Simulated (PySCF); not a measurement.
CH6ClFOSi2, SMILES C[Si@@](O)(Cl)[SiH2]F.

Coordinates come from a B3LYP-D3(BJ)/def2-SVP optimisation. The structure was generated by enumeration; whether it is a known compound was not checked. One conformer was computed; it need not be the lowest.

The numbers are results of SMD-M06-2X/6-31G* run with PySCF, not measurements.

Solvation free energies are E(SMD) − E(gas) at the gas-phase geometry, for 1 M in both phases. In vacuum the dipole moment is 3.52 D.

```json
[
 {"solvent": "water", "ΔG(solv) (kcal/mol)": "-5.1", "its non-electrostatic (CDS) part": "4.3", "dipole (D)": "4.50"},
 {"solvent": "acetone", "ΔG(solv) (kcal/mol)": "[?]", "its non-electrostatic (CDS) part": "[?]", "dipole (D)": "[?]"},
 {"solvent": "n-hexane", "ΔG(solv) (kcal/mol)": "-3.9", "its non-electrostatic (CDS) part": "-1.6", "dipole (D)": "3.84"}
]
```

Task: Some entries are withheld; supply them. (Estimate from the structure and the level; the computed values follow.)

Result: 
- acetone, ΔG(solv) (kcal/mol): -7.5
- acetone, its non-electrostatic (CDS) part: -1.1
- acetone, dipole (D): 4.40
